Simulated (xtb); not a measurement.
C2H4NO (SMILES [CH2]C(N)=O), doublet, at a GFN2-xTB geometry; GFN0-xTB (xtb 6.7.1).

Here is a job for xtb.
```
$ xtb mol.xyz --gfn 0 --uhf 1 --etemp 3000 --json

# file mol.xyz
8

O      0.26454729     1.29773969     0.28038356
C     -0.00493724     0.12821280     0.02873673
N      0.98714613    -0.78717018    -0.20832170
C     -1.33891368    -0.38189073    -0.04047884
H      0.79601498    -1.74930651    -0.41636310
H     -1.54281494    -1.41283947    -0.26342944
H     -2.15856718     0.28838609     0.13621077
H      1.94207144    -0.47589881    -0.17078220
```

It wrote (shortened):

```
   ID    Z sym.   atoms
    1    8 O      1
    2    6 C      2, 4
    3    7 N      3
    4    1 H      5-8

           -------------------------------------------------
          |                Calculation Setup                |
           -------------------------------------------------

           -------------------------------------------------
          |                 G F N 0 - x T B                 |
           -------------------------------------------------

          ...................................................
          :                      SETUP                      :
          :.................................................:
          :  # basis functions                  24          :
          :  # atomic orbitals                  24          :
          :  # shells                           16          :
          :  # electrons                        23          :
          :  electronic temp.         3000.0000000     K    :
          :  accuracy                    1.0000000          :
          :  -> integral cutoff          0.2500000E+02      :
          :  -> integral neglect         0.1000000E-07      :
          ...................................................

         :::::::::::::::::::::::::::::::::::::::::::::::::::::
         ::                     SUMMARY                     ::
         :::::::::::::::::::::::::::::::::::::::::::::::::::::
         :: total energy             -12.603967084575 Eh    ::
         :: gradient norm              0.027145734164 Eh/a0 ::
         :: HOMO-LUMO gap              4.859939040401 eV    ::
         ::.................................................::
         :: H0 energy                -12.622337284347 Eh    ::
         :: repulsion energy           0.158999528651 Eh    ::
         :: electrostat energy        -0.113948121590 Eh    ::
         :: -> Gsolv                   0.000000000000 Eh    ::
         ::    -> Gsasa                0.000000000000 Eh    ::
         ::    -> Gshift               0.000000000000 Eh    ::
         :: dispersion energy         -0.001456292238 Eh    ::
         :: short-range corr.         -0.025224915051 Eh    ::
         :: add. restraining           0.000000000000 Eh    ::
         :: total charge              -0.000000000000 e     ::
         :::::::::::::::::::::::::::::::::::::::::::::::::::::

           -------------------------------------------------
          |                Property Printout                |
           -------------------------------------------------

    * Orbital Energies and Occupations

         #    Occupation            Energy/Eh            Energy/eV
      -------------------------------------------------------------
         1        2.0000           -0.6978508             -18.9895
         2        2.0000           -0.6854174             -18.6512
         3        2.0000           -0.6314759             -17.1833
         4        2.0000           -0.5964527             -16.2303
         5        2.0000           -0.5756934             -15.6654
         6        2.0000           -0.5502080             -14.9719
         7        2.0000           -0.5187731             -14.1165
         8        2.0000           -0.5175374             -14.0829
         9        2.0000           -0.4939693             -13.4416
        10        1.9720           -0.4330541             -11.7840
        11        1.8695           -0.4173693             -11.3572
        12        1.1585           -0.3834943             -10.4354 (HOMO)
        13        0.0001           -0.2048948              -5.5755 (LUMO)
        14        0.0000           -0.1720816              -4.6826
        15                         -0.1326338              -3.6092
        16                         -0.1083169              -2.9475
        17                         -0.0734926              -1.9998
        18                          0.1068428               2.9073
        19                          0.1637229               4.4551
        20                          0.1720378               4.6814
        21                          0.2502430               6.8095
        22                          0.2779239               7.5627
        23                          0.3907297              10.6323
        24                          0.4972429              13.5307
      -------------------------------------------------------------
                  HL-Gap            0.1785995 Eh            4.8599 eV
             Fermi-level            0.0000000 Eh            0.0000 eV

     #   Z          covCN         q      C6AA      α(0)
     1   8 O        0.859    -0.523    24.224     6.604
     2   6 C        2.745     0.899    14.795     6.278
     3   7 N        2.643    -1.248    65.281    12.096
     4   6 C        2.844    -0.486    45.350    11.001
     5   1 H        0.861     0.438     0.416     1.010
     6   1 H        0.926     0.214     1.028     1.586
     7   1 H        0.926     0.228     0.969     1.539
     8   1 H        0.860     0.478     0.360     0.940

 Mol. C6AA /au·bohr⁶  :        716.169867
 Mol. C8AA /au·bohr⁸  :      16370.085792
 Mol. α(0) /au        :         41.055008

Wiberg/Mayer (AO) data.
largest (>0.10) Wiberg bond orders for each atom

 ---------------------------------------------------------------------------
     #   Z sym  total        # sym  WBO       # sym  WBO       # sym  WBO
 ---------------------------------------------------------------------------
     1   8 O    1.791 --     2 C    1.501     3 N    0.143     4 C    0.113
     2   6 C    3.901 --     1 O    1.501     4 C    1.251     3 N    1.158
     3   7 N    3.284 --     2 C    1.158     8 H    0.963     5 H    0.962
                             1 O    0.143
     4   6 C    3.389 --     2 C    1.251     6 H    0.983     7 H    0.983
                             1 O    0.113
     5   1 H    0.967 --     3 N    0.962
     6   1 H    0.981 --     4 C    0.983
     7   1 H    0.991 --     4 C    0.983
     8   1 H    0.983 --     3 N    0.963
 ---------------------------------------------------------------------------

Topologies differ in total number of bonds
Writing topology from bond orders to xtbtopo.mol

 dipole moment from electron density (au)
     X       Y       Z
   0.1599  -1.5925  -0.3602  total (Debye):    4.170

           -------------------------------------------------
          | TOTAL ENERGY              -12.603967084575 Eh   |
          | GRADIENT NORM               0.027145734164 Eh/α |
          | HOMO-LUMO GAP               4.859939040401 eV   |
           -------------------------------------------------

normal termination of xtb
```
